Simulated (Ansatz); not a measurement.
ClH₄InOSi (`[SiH3][O][InH][Cl]`). Total charge 0; spin multiplicity 1. In: def2 effective core potential. All single points use the PBE0-D4/def2-TZVP geometry. It is one conformer, not always the lowest.

```xyz
8

Si   -0.177   -0.856    1.140
O     0.788   -0.256   -0.034
In    0.581    1.016   -1.518
Cl   -1.592    1.827   -1.562
H    -0.694    0.225    2.026
H    -1.346   -1.581    0.568
H     0.617   -1.807    1.962
H     1.822    1.432   -2.582
```

What is the dipole moment at r2SCAN/def2-TZVPP? (Best estimate.)

Computed: 2.62 D, with components (2.06, 0.51, -1.54) D in this frame, pointing from negative to positive charge.

And with PBE, B3LYP, ωB97M-V? (Best estimate.)

Computed: PBE 2.49 D, B3LYP 2.56 D, ωB97M-V 2.65 D.

Give the Mulliken charges with r2SCAN, B3LYP, PBE in def2-TZVPP. (An estimate is asked.)

Ansatz gave: 
```tsv
atom	r2SCAN	B3LYP	PBE
Si1	0.46	0.43	0.35
O2	-0.58	-0.55	-0.47
In3	0.83	0.83	0.75
Cl4	-0.38	-0.37	-0.35
H5	-0.09	-0.09	-0.07
H6	-0.09	-0.09	-0.07
H7	-0.09	-0.08	-0.07
H8	-0.06	-0.07	-0.06
```

B3LYP here is the variant with VWN-RPA as its local correlation; programs differ in this.
